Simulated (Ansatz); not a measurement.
An input meant for the cluster GeO3H2 (charge 0, singlet; atoms displaced at random, 0.15 Å in each coordinate).

```yaml
crystal:
  periodic: [false, false, false]
  atoms:
    - {symbol: Ge, position_ang: [-0.089822, -0.123016, 0.172310]}
    - {symbol: O, position_ang: [1.619501, -0.054769, -0.550817]}
    - {symbol: O, position_ang: [-0.961926, 1.236296, 0.856778]}
    - {symbol: O, position_ang: [-1.617393, 0.415765, -0.364893]}
    - {symbol: H, position_ang: [1.450647, 0.518431, -1.246204]}
    - {symbol: H, position_ang: [-0.076047, -1.373719, 1.077273]}
basis:
  gaussian: {orbitals: cc-pVTZ, fitting: {mean_field: def2-universal-jkfit}}
hamiltonian: {xc: {name: HF}}
correlation: {active_space: {window: {electrons: 3, orbitals: 2}}}
```

```sh
$ ansatz run in.yaml --threads 4 --pin off --events-out ev --progress --plain --max-ram 3916MiB
```

Output, abridged:

```
Functional definition: HF
533 factors; integrals over basis functions are off by at most 1.1e0 eV
mean field evaluation 1: about -62613.2772 eV, gradient 4.3e1 eV
mean field evaluation 2: about -62615.3831 eV, gradient 3.0e1 eV
mean field evaluation 4: about -62616.7580 eV, gradient 1.3e0 eV
mean field evaluation 8: about -62616.7635 eV, gradient 1.6e-6 eV
mean field -62616.76345721 eV, -2301.1236138857 hartree, gradient 1.6e-6 eV, S^2 0.000000; 0 other end points of the search recorded, 0 dependent functions left out
reference -62616.76345721 eV, -2301.1236138857 hartree; 29, 29 occupied and 132, 132 virtual orbitals, 533 factors
Error: 3 electrons in 2 orbitals form no window around the highest filled level of the reference
```

In this input the active space doesn't fit the electrons. The run stopped with an error.
